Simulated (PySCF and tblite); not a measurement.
The numbers below are computed, except where a source is named.
Molecule: C₄H₆F₂O, numbered as in [F:1][C:2]1([F:3])[CH2:4][CH2:5][O:6][CH2:7]1.

The ring 2–4–5–6–7 is held at Altona–Sundaralingam phase angles P (ν_j = ν_max cos(P + 144°(j − 2)), ν_j about the bond from ring atom j to j + 1, counted from 0) and the rest relaxed at GFN2-xTB. Energies: BHandHLYP/pcSseg-1 + D3(BJ). (tblite 0.8, PySCF 2.14.)

Give the DFT energy and dipole along the phase angle P.


| phase angle P ° | E kcal/mol | dipole D | amplitude ° |
| --- | --- | --- | --- |
| 0 | 0.00 | 1.76 | 39 |
| 36 | 0.88 | 1.99 | 34 |
| 72 | 1.74 | 1.88 | 26 |
| 108 | 1.59 | 1.73 | 24 |
| 144 | 0.29 | 1.56 | 35 |
| 180 | 0.01 | 1.76 | 39 |
| 216 | 0.91 | 1.99 | 34 |
| 252 | 1.72 | 1.88 | 26 |
| 288 | 1.59 | 1.73 | 24 |
| 324 | 0.29 | 1.56 | 35 |

How free is the pseudorotation?

The sampled points span 1.74 kcal/mol, from P = 0° to P = 72°; RT at 298 K is 0.59 kcal/mol, so it is hindered but fast.
